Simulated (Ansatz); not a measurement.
Relaxation of C₂H₁₁BSi₃ (17 atoms, charge 0, multiplicity 1), to a largest force component of 0.015 eV/Å in at most 40 steps.

Computed with RKS PBE-D4/6-31G in Ansatz.

```xyz
17
Properties=species:S:1:pos:R:3:forces:R:3
C -1.115 -1.091 1.491 -2.95 0.08 0.77
C 0.005 -0.930 0.849 1.82 0.01 -1.26
Si 1.500 -0.465 1.774 1.24 0.37 1.25
Si 0.193 -1.126 -0.987 -2.45 0.45 0.15
B 0.340 0.597 -1.825 -0.44 0.55 0.17
Si -0.980 2.006 -1.489 -0.35 -0.66 0.07
H -1.210 -0.898 2.556 -0.23 -0.14 0.43
H -2.030 -1.273 0.924 -0.43 -0.31 0.26
H 1.324 0.843 2.497 -0.01 0.21 0.07
H 2.675 -0.354 0.888 0.56 0.09 -0.42
H 1.806 -1.500 2.815 0.12 -0.18 0.23
H -1.096 -1.748 -1.472 -0.23 -0.12 -0.14
H 1.220 -1.964 -1.332 2.47 -2.13 -0.63
H 1.262 0.841 -2.454 1.32 0.40 -1.07
H -0.298 3.133 -0.865 0.41 0.97 0.49
H -1.586 2.432 -2.759 -0.37 0.38 -0.71
H -2.051 1.485 -0.602 -0.47 0.04 0.35
```

**Question.** Where does it end, and by what steps?

**Answer.** It did not converge within its limit. The force dipped under the threshold on the way, but the program's further checks kept it going. Limits of this set-up: no polarisation functions. After 39 steps the energy has fallen by 0.913 eV; H10 moved furthest, 1.91 Å.

| step | energy less start (eV) | largest force component (eV/Å) | accepted |
| --- | --- | --- | --- |
| 0 | 0.0000 | 2.949 | yes |
| 2 | -0.7214 | 1.172 | yes |
| 4 | -0.8251 | 0.064 | yes |
| 6 | -0.8420 | 0.219 | yes |
| 8 | -0.8709 | 0.072 | yes |
| 10 | -0.8814 | 0.186 | yes |
| 12 | -0.8951 | 0.018 | yes |
| 14 | -0.8975 | 0.121 | no |
| 16 | -0.9006 | 0.096 | yes |
| 18 | -0.9023 | 0.058 | yes |
| 20 | -0.9045 | 0.024 | yes |
| 22 | -0.9052 | 0.050 | yes |
| 24 | -0.9055 | 0.013 | yes |
| 26 | -0.9059 | 0.019 | yes |
| 28 | -0.9063 | 0.056 | yes |
| 30 | -0.9061 | 0.134 | no |
| 32 | -0.9077 | 0.092 | yes |
| 34 | -0.9094 | 0.050 | yes |
| 36 | -0.9104 | 0.141 | no |
| 38 | -0.9125 | 0.068 | yes |
| 39 | -0.9130 | 0.076 | yes |

```xyz
17
Properties=species:S:1:pos:R:3
C -1.295 -1.342 1.545
C -0.142 -0.993 0.922
Si 1.260 -0.118 1.882
Si 0.113 -1.326 -0.948
B 0.080 0.321 -2.128
Si -0.488 2.156 -1.494
H -1.474 -1.140 2.610
H -2.112 -1.858 1.022
H 0.827 0.145 3.311
H 1.618 1.200 1.222
H 2.517 -0.967 1.893
H -1.036 -2.208 -1.434
H 1.397 -2.117 -1.161
H 0.423 0.192 -3.278
H 0.807 2.914 -1.189
H -1.224 2.968 -2.550
H -1.311 2.158 -0.217
```

Time of the run: 99 s on 1 thread of AMD EPYC 9R45 96-Core Processor (Zen 5) (shared host), peak memory 0.18 GiB.
